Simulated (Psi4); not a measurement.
BeF₂, charge -1, doublet, geometry from GFN2-xTB (such geometries of metal compounds can be far from the true shape) (a state made from the parent by changing its charge; the spin is typed, not shown lowest) (a gas-phase anion, which may not be bound at this level); TPSS/6-31G run with Psi4.

The Psi4 input:
```
memory 2 GB

molecule {
-1 2
  Be   -0.26584289    0.31847142   -0.60610142
  F     1.28442678   -0.09003241   -0.41288386
  F    -1.16627438   -0.05151045    0.68226227
}

set basis 6-31g
set reference uks

energy('tpss')
print_variables()
```

Output, abridged:

```
   => Loading Basis Set <=

    Name: 6-31G
    Role: ORBITAL
    Keyword: BASIS

         ---------------------------------------------------------
                                   SCF
               by Justin Turney, Rob Parrish, Andy Simmonett
                          and Daniel G. A. Smith
                              UKS Reference
         ---------------------------------------------------------

  ==> Geometry <==

    Molecular point group: c2v
    Full point group: C2v

    Geometry (in Angstrom), charge = -1, multiplicity = 2:

       Center              X                  Y                   Z               Mass
    ------------   -----------------  -----------------  -----------------  -----------------
         BE           0.000000000000     0.000000000000    -0.725594759582     9.012183065000
         F            1.342270945365     0.000000000000     0.172098485024    18.998403162730
         F           -1.342270945365    -0.000000000000     0.172098485024    18.998403162730

  Running in c2v symmetry.

  Rotational constants: A =      2.87174  B =      0.24625  C =      0.22680 [cm^-1]
  Rotational constants: A =  86092.45650  B =   7382.26660  C =   6799.24417 [MHz]
  Nuclear repulsion =   39.561609224692504

  Charge       = -1
  Multiplicity = 2
  Electrons    = 23
  Nalpha       = 12
  Nbeta        = 11

  ==> Algorithm <==

  SCF Algorithm Type is DF.
  DIIS enabled.
  MOM disabled.
  Fractional occupation disabled.
  Guess Type is SAD.
  Energy threshold   = 1.00e-06
  Density threshold  = 1.00e-06
  Integral threshold = 1.00e-12

  ==> Primary Basis <==

  Basis Set: 6-31G
    Blend: 6-31G
    Number of shells: 15
    Number of basis functions: 27
    Number of Cartesian functions: 27
    Spherical Harmonics?: false
    Max angular momentum: 1

  ==> DFT Potential <==

   => LibXC <=

    Version 7.1.2
    S. Lehtola, C. Steigemann, M. J. T. Oliveira, and M. A. L. Marques,  SoftwareX 7, 1–5 (2018) (10.1016/j.softx.2017.11.002)

   => Composite Functional: TPSS <=

    TPSS Meta-GGA XC Functional

    J. Tao, et al., Phys. Rev. Lett., 91, 146401, 2003

    Deriv               =              1
    GGA                 =           TRUE
    Meta                =           TRUE

    Exchange Hybrid     =          FALSE
    MP2 Hybrid          =          FALSE

   => Exchange Functionals <=

    1.0000   XC_MGGA_X_TPSS

   => Correlation Functionals <=

    1.0000   XC_MGGA_C_TPSS

   => LibXC Density Thresholds  <==

[...]
   @S^2 Expected:                7.500000000E-01
   @S^2 Observed:                7.512803841E-01
   @S   Expected:                5.000000000E-01
   @S   Observed:                5.000000000E-01

    Orbital Energies [Eh]
    ---------------------

    Alpha Occupied:

[...]
    Alpha Virtual:

[...]
    Beta Occupied:

[...]
    Beta Virtual:

[...]
      12A1     2.151353

    Final Occupation by Irrep:
             A1    A2    B1    B2
    DOCC [     5,    1,    4,    1 ]
    SOCC [     1,    0,    0,    0 ]
    NA   [     6,    1,    4,    1 ]
    NB   [     5,    1,    4,    1 ]

  @DF-UKS Final Energy:  -214.52803768719366

   => Energetics <=

    Nuclear Repulsion Energy =             39.5616092246925035
    One-Electron Energy =                -384.1896059885430077
    Two-Electron Energy =                 154.2164090639068945
    DFT Exchange-Correlation Energy =     -24.1164499872500677
    Empirical Dispersion Energy =           0.0000000000000000
    VV10 Nonlocal Energy =                  0.0000000000000000
    Total Energy =                       -214.5280376871936596

  UHF NO Occupations:
  HONO-2 :    5 A1 1.9998787
  HONO-1 :    1 B2 1.9995137
  HONO-0 :    6 A1 1.0000000
  LUNO+0 :    2 B2 0.0004863
  LUNO+1 :    7 A1 0.0001213
  LUNO+2 :    5 B1 0.0000294
  LUNO+3 :    8 A1 0.0000015

Computation Completed

Properties will be evaluated at   0.000000,   0.000000,   0.000000 [a0]

Properties computed using the SCF density matrix

 Multipole Moments:

 ------------------------------------------------------------------------------------
     Multipole            Electronic (a.u.)      Nuclear  (a.u.)        Total (a.u.)
 ------------------------------------------------------------------------------------

 L = 1.  Multiply by 2.5417464519 to convert [e a0] to [Debye]
 Dipole X            :          0.0000000            0.0000000            0.0000000
 Dipole Y            :          0.0000000           -0.0000000           -0.0000000
 Dipole Z            :          0.2227081            0.3692406            0.5919486
 Magnitude           :                                                    0.5919486

 ------------------------------------------------------------------------------------

  Variable Map:
  ----------------------------------------------------------------------------
[...]
  Array Variable Map:
  ----------------------------------------------------------------------------
[...]
[...]
```
